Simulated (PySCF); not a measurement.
**Electric properties by functional and basis**

Difluorogermane, F2GeH2.
Bonds: F1–Ge2, Ge2–F3. Hydrogens: H4, H5 on Ge2.

PySCF, dipoles from the SCF density, polarisabilities from static response with core orbitals frozen. Geometry: PBE0-D3(BJ)/def2-SVP; no solvent, vibrations or thermal averaging. The LDA/def2-SVPD calculation is non-relativistic and has no spin–orbit coupling, an omission that weighs most on germanium.

The anisotropy is √(½[(α1 − α2)² + (α2 − α3)² + (α3 − α1)²]).

```json
{"level": "LDA/def2-SVPD", "μ (D)": "2.703", "α (Å³)": "4.72", "anisotropy (Å³)": "0.30"}
{"level": "PBE/def2-SVPD", "μ (D)": "2.605", "α (Å³)": "4.67", "anisotropy (Å³)": "0.26"}
{"level": "B3LYP/def2-SVPD", "μ (D)": "2.768", "α (Å³)": "4.45", "anisotropy (Å³)": "0.31"}
{"level": "PBE0/def2-SVPD", "μ (D)": "2.767", "α (Å³)": "4.39", "anisotropy (Å³)": "0.29"}
{"level": "BHandHLYP/def2-SVPD", "μ (D)": "2.927", "α (Å³)": "4.19", "anisotropy (Å³)": "0.33"}
{"level": "CAM-B3LYP/def2-SVPD", "μ (D)": "2.843", "α (Å³)": "4.40", "anisotropy (Å³)": "0.30"}
{"level": "wB97X-D/def2-SVPD", "μ (D)": "2.807", "α (Å³)": "4.36", "anisotropy (Å³)": "0.28"}
{"level": "LC-wPBE/def2-SVPD", "μ (D)": "2.816", "α (Å³)": "4.34", "anisotropy (Å³)": "0.25"}
{"level": "HF/def2-SVPD", "μ (D)": "3.034", "α (Å³)": "3.89", "anisotropy (Å³)": "0.35"}
{"level": "PBE0/6-31G*", "μ (D)": "2.539", "α (Å³)": "3.39", "anisotropy (Å³)": "0.39"}
{"level": "PBE0/def2-SVP", "μ (D)": "2.569", "α (Å³)": "3.49", "anisotropy (Å³)": "0.58"}
{"level": "PBE0/aug-cc-pVDZ", "μ (D)": "2.703", "α (Å³)": "4.41", "anisotropy (Å³)": "0.26"}
{"level": "PBE0/def2-TZVP", "μ (D)": "2.607", "α (Å³)": "4.04", "anisotropy (Å³)": "0.42"}
{"level": "PBE0/def2-TZVPD", "μ (D)": "2.667", "α (Å³)": "4.46", "anisotropy (Å³)": "0.28"}
{"level": "PBE0/aug-cc-pVTZ", "μ (D)": "2.663", "α (Å³)": "4.47", "anisotropy (Å³)": "0.29"}
```

The dipole runs from 2.54 D (PBE0/6-31G*) to 3.03 D (HF/def2-SVPD). No reference polarisability is at hand; against PBE0 in the largest diffuse basis at hand (aug-cc-pVTZ) the other PBE0 rows deviate by 6-31G* -24%, def2-SVP -22%, def2-SVPD -2%, aug-cc-pVDZ -1%, def2-TZVP -10%, def2-TZVPD 0%. In one basis (def2-SVPD) the functionals order the polarisability from HF (lowest) to LDA (highest), a spread of 21%. With PBE0 the polarisability is 3.64 Å³ without diffuse functions (mean of 6-31G*, def2-SVP and def2-TZVP) and 4.43 Å³ with them (mean of def2-SVPD, aug-cc-pVDZ, def2-TZVPD and aug-cc-pVTZ).

Without π bonds the low states are Rydberg-like; a valence basis with one diffuse set may place them up to an eV too high.
